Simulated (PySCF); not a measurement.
Input file for PySCF: R-M06-2X/def2-TZVPP on H2 (SMILES [H][H]).

```python
from pyscf import gto, dft

mol = gto.M(
    atom='''
    H     0.00000000   -0.00000000    0.38043305
    H    -0.00000000    0.00000000   -0.38043305
    ''',
    basis='def2-tzvpp',
    charge=0, spin=0, verbose=4, max_memory=1800)
mf = dft.RKS(mol, xc='m062x').density_fit(auxbasis='def2-universal-jkfit')
mf.grids.level = 4
mf.conv_tol = 1e-9
mf.max_cycle = 150
mf.kernel()
mf.dip_moment()
```

It printed:

```
PySCF version 2.14.0

[INPUT] verbose = 4
[INPUT] num. atoms = 2
[INPUT] num. electrons = 2
[INPUT] charge = 0
[INPUT] spin (= nelec alpha-beta = 2S) = 0
[INPUT] symmetry False subgroup None
[INPUT] Mole.unit = angstrom
[INPUT] Symbol           X                Y                Z      unit          X                Y                Z       unit  Magmom
[INPUT]  1 H      0.000000000000   0.000000000000   0.380433050000 AA    0.000000000000   0.000000000000   0.718914273233 Bohr   0.0
[INPUT]  2 H      0.000000000000   0.000000000000  -0.380433050000 AA    0.000000000000   0.000000000000  -0.718914273233 Bohr   0.0

nuclear repulsion = 0.695493216112533
number of shells = 12
number of NR pGTOs = 32
number of NR cGTOs = 28
basis = def2-tzvpp
ecp = {}


******** <class 'pyscf.df.df_jk.DFRKS'> ********
method = DFRKS
initial guess = minao
damping factor = 0
level_shift factor = 0
DIIS = <class 'pyscf.scf.diis.CDIIS'>
diis_start_cycle = 1
diis_space = 8
diis_damp = 0
SCF conv_tol = 1e-09
SCF conv_tol_grad = None
SCF max_cycles = 150
direct_scf = False
XC library pyscf.dft.libxc version 7.1.2
    S. Lehtola, C. Steigemann, M. J. T. Oliveira, and M. A. L. Marques,  SoftwareX 7, 1–5 (2018)
XC functionals = m062x
    Y. Zhao and D. G. Truhlar,  Theor. Chem. Acc. 120, 215 (2008)
    Y. Zhao and D. G. Truhlar,  Theor. Chem. Acc. 120, 215 (2008)
radial grids:
    Treutler-Ahlrichs [JCP 102, 346 (1995); DOI:10.1063/1.469408] (M4) radial grids

becke partition: Becke, JCP 88, 2547 (1988); DOI:10.1063/1.454033
pruning grids: <function nwchem_prune>
grids dens level: 4
symmetrized grids: False
atomic radii adjust function: <function treutler_atomic_radii_adjust>
small_rho_cutoff = 0
Set gradient conv threshold to 3.16228e-05
Initial guess from minao.
tot grids = 31416
******** <class 'pyscf.df.df.DF'> ********
auxbasis = def2-universal-jkfit
init E= -0.910347654860752
  HOMO = -0.486771275918329  LUMO = 0.0716994049620339  gap/eV = 15.19676
cycle= 1 E= -1.16844592861153  delta_E= -0.258  |g|= 0.0293  |ddm|= 0.474
  HOMO = -0.494007078416078  LUMO = 0.103057330850336  gap/eV = 16.24695
cycle= 2 E= -1.16857105923905  delta_E= -0.000125  |g|= 0.00469  |ddm|= 0.0149
  HOMO = -0.49127971015706  LUMO = 0.10420030607764  gap/eV = 16.20384
cycle= 3 E= -1.16857393861047  delta_E= -2.88e-06  |g|= 0.000471  |ddm|= 0.00271
  HOMO = -0.491685867825387  LUMO = 0.104100460176175  gap/eV = 16.21217
cycle= 4 E= -1.16857397255186  delta_E= -3.39e-08  |g|= 1.6e-05  |ddm|= 0.000268
  HOMO = -0.491678520927653  LUMO = 0.104102593898705  gap/eV = 16.21203
cycle= 5 E= -1.1685739725867  delta_E= -3.48e-11  |g|= 2.19e-07  |ddm|= 8.63e-06
  HOMO = -0.491678787177724  LUMO = 0.104102515251038  gap/eV = 16.21204
Extra cycle  E= -1.16857397258671  delta_E= -1.8e-14  |g|= 3.17e-08  |ddm|= 2.85e-07
converged SCF energy = -1.16857397258671
Dipole moment(X, Y, Z, Debye): -0.00000,  0.00000, -0.00000
```

Self-consistency was reached.

Cost: roughly 1.3 core-seconds.
